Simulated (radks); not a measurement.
Problem. These are the eigenvalues of the occupied orbitals of an atom or ion with whole-number occupations (hartree). Method: scalar-relativistic Kohn-Sham, r2SCAN, spin-polarised, spherical densities, finite nucleus; meta-GGA in the generalised Kohn-Sham scheme; Fermi nuclear charge, rms radius of each element as measured or else 0.836 A^(1/3) + 0.57 fm; computed with a radial shooting solver on a logarithmic mesh with Libxc functionals.

1s up: -10.18552
1s down: -10.14904
2s up: -0.57710
2s down: -0.43906
2p up: -0.23455

Which element is it, and in what charge state? The configuration may be excited. Open shells, if any, are filled with parallel spins first.

Solution. Z = 6, carbon, charge 0: C in [He] 2s2 2p2. The list shows which subshells hold electrons but not how many an open one holds; the 1s level, -10.186 hartree, gives Z - s = 4.5 by -(Z - s)^2/2, which with screening and relativity narrows Z to a few neighbours, and the depths of the outer levels then fix element, charge and occupations together.
